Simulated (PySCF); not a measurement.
# Electronic structure of Cr²⁺ (chromium, charge +2) at the PBE level

Configuration: [Ar] 3d4, high-spin 5D determinant. Computed with PySCF 2.14 in 6-31G* (5s4p2d1f, 34 functions), with no relativity, point nucleus.

```
Total energy                                                  : -1043.196 hartree
One-electron energy                                           : -1419.718 hartree
Hartree (Coulomb) energy                                      : 424.475 hartree
Exchange-correlation energy                                   : -47.953 hartree
Kinetic energy                                                : 1041.99263 hartree
⟨S²⟩                                                          : 6.0002
⟨L²⟩                                                          : 6.003
Sum of ⟨r⟩                                                    : 14.62 bohr
Sum of ⟨r²⟩                                                   : 16.20 bohr²
Traceless quadrupole moment −½Σ⟨3z² − r²⟩ along its main axis : -0.482 e·bohr²
Density at the nucleus (Gaussians lack the cusp)              : 8760 bohr⁻³
Spin density at the nucleus                                   : 0.0662 bohr⁻³
Langevin diamagnetic susceptibility                           : -12.8 ×10⁻⁶ cm³/mol
Time after the integrals                                      : 0.67 s of wall time on 1 thread of Neoverse-N1 (shared host)
```

```json
{"shell": "1s α", "electrons": "1", "mean orbital energy (hartree)": "-215.16244", "spread (hartree)": "0", "rms radius, mean of both spins (bohr)": "0.0743"}
{"shell": "1s β", "electrons": "1", "mean orbital energy (hartree)": "-215.16228", "spread (hartree)": "0", "rms radius, mean of both spins (bohr)": "0.0743"}
{"shell": "2s α", "electrons": "1", "mean orbital energy (hartree)": "-24.98431", "spread (hartree)": "0", "rms radius, mean of both spins (bohr)": "0.321"}
{"shell": "2s β", "electrons": "1", "mean orbital energy (hartree)": "-24.92992", "spread (hartree)": "0", "rms radius, mean of both spins (bohr)": "0.321"}
{"shell": "2p α", "electrons": "3", "mean orbital energy (hartree)": "-21.34844", "spread (hartree)": "0.01904", "rms radius, mean of both spins (bohr)": "0.289"}
{"shell": "2p β", "electrons": "3", "mean orbital energy (hartree)": "-21.30701", "spread (hartree)": "0.02955", "rms radius, mean of both spins (bohr)": "0.289"}
{"shell": "3s α", "electrons": "1", "mean orbital energy (hartree)": "-3.49033", "spread (hartree)": "0", "rms radius, mean of both spins (bohr)": "0.972"}
{"shell": "3s β", "electrons": "1", "mean orbital energy (hartree)": "-3.33947", "spread (hartree)": "0", "rms radius, mean of both spins (bohr)": "0.972"}
{"shell": "3p α", "electrons": "3", "mean orbital energy (hartree)": "-2.47664", "spread (hartree)": "0.02726", "rms radius, mean of both spins (bohr)": "1.05"}
{"shell": "3p β", "electrons": "3", "mean orbital energy (hartree)": "-2.32739", "spread (hartree)": "0.06456", "rms radius, mean of both spins (bohr)": "1.05"}
{"shell": "3d α", "electrons": "4", "mean orbital energy (hartree)": "-0.87557", "spread (hartree)": "0.04132", "rms radius, mean of both spins (bohr)": "1.33"}
```
